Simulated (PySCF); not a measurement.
## C2H7OPSi: core ionisation energies

Species: C2H7OPSi.
Structure used (PBE0-D3(BJ)/def2-SVP), in Å, numbered top down from 1:
```
atom  x, y, z in Å
C1    -1.975    0.730    0.535
C2    -1.178    0.085   -0.326
Si3    0.560   -0.435    0.109
O4     0.798   -2.080   -0.052
P5     1.978    0.466   -1.393
H6    -1.643    0.974    1.552
H7    -2.990    1.047    0.272
H8    -1.561   -0.136   -1.332
H9     0.805    0.006    1.521
H10    0.272   -2.643    0.524
H11    3.140    0.206   -0.603
H12    1.796    1.780   -0.858
```

Computed with delta-SCF UKS SCAN, pcX-2 on the ionised atom, pcseg-1 elsewhere, spin-free X2C in PySCF 2.14.0. Binding energies are ΔSCF values: E(core-ionised, relaxed orbitals) − E(ground state) at a fixed geometry, referred to the vacuum level.

Question: List the computed XPS lines with their assignment.

Answer: 
```json
{"atom(s)": "C1", "environment": "terminal =CH2 carbon", "level": "C 1s", "binding energy (eV)": "290.66", "2p1/2 (eV)": "–", "above the level's lowest (eV)": "+0.44", "count": "1"}
{"atom(s)": "C2", "environment": "alkene CH carbon", "level": "C 1s", "binding energy (eV)": "290.22", "2p1/2 (eV)": "–", "above the level's lowest (eV)": "0.00", "count": "1"}
{"atom(s)": "Si3", "environment": "oxygen-bound silicon", "level": "Si 2p3/2", "binding energy (eV)": "107.03", "2p1/2 (eV)": "107.65", "above the level's lowest (eV)": "0.00", "count": "1"}
{"atom(s)": "Si3", "environment": "oxygen-bound silicon", "level": "Si 1s", "binding energy (eV)": "1846.93", "2p1/2 (eV)": "–", "above the level's lowest (eV)": "0.00", "count": "1"}
{"atom(s)": "O4", "environment": "silanol oxygen", "level": "O 1s", "binding energy (eV)": "538.41", "2p1/2 (eV)": "–", "above the level's lowest (eV)": "0.00", "count": "1"}
{"atom(s)": "P5", "environment": "three-coordinate phosphorus", "level": "P 2p3/2", "binding energy (eV)": "136.13", "2p1/2 (eV)": "137.02", "above the level's lowest (eV)": "0.00", "count": "1"}
{"atom(s)": "P5", "environment": "three-coordinate phosphorus", "level": "P 1s", "binding energy (eV)": "2149.67", "2p1/2 (eV)": "–", "above the level's lowest (eV)": "0.00", "count": "1"}
```

The listed C 1s values span 0.44 eV, from C2 (bonded to C (double bond), H and Si) to C1 (bonded to C (double bond) and 2 H). Summing the Pauling electronegativity differences to the bonded atoms, each weighted by its formal bond order, gives -1.00 for the lowest site and -0.70 for the highest.

Question: Which photon wavelength matches the P 2p3/2 of P5 threshold?

Answer: λ = hc/E = 12398.42 eV Å / 136.13 eV = 91.078 Å.

Spin–orbit coupling isn't in the SCF: each 2p doublet comes from a relaxed spin-free hole plus a matrix of the shell (mean-field spin–orbit coupling and the ground-state 2p splitting), with 2p3/2 averaged over its two sublevels. 2p1/2 minus 2p3/2 (ligand field included): Si 0.62 eV, P 0.89 eV. Geometry: PBE0-D3(BJ)/def2-SVP, one conformer, isolated molecule.

The run took 40 s on an x86-64 server with one thread, on a shared host.
